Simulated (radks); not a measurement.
Values are calculated unless marked as measured or tabulated.
Spherical quantum dot in the effective-mass picture: electrons in a well V = -V0 / (1 + exp((r - R)/a)) with V0 = 39.4, R = 1.69, a = 0.085, with a point charge +1 (a donor) at the centre, all in effective atomic units (hartree* = m*/eps^2 hartree, bohr* = eps/m* bohr), one dielectric constant everywhere. Level of theory: non-relativistic Kohn-Sham, LDA (Slater exchange, Perdew-Wang correlation), spin-polarised, spherical densities (a radial shooting solver with Libxc functionals). Levels are named by radial order and angular momentum (1s, 1p, 1d, 2s, ...), and open shells are averaged over m. Results are scaled to m* = 0.207 and eps = 6.2, for which hartree* = 146.5 meV and bohr* = 1.585 nm. At N = 19 the configuration is 1s2 1p6 1d10 2s(up 1, down 0). Does electron 20 go into 1f down or 2s down or 1f up?

Answer. Into 2s down. The total energies of the other choices lie higher by 125 meV (1f up), 127 meV (1f down).
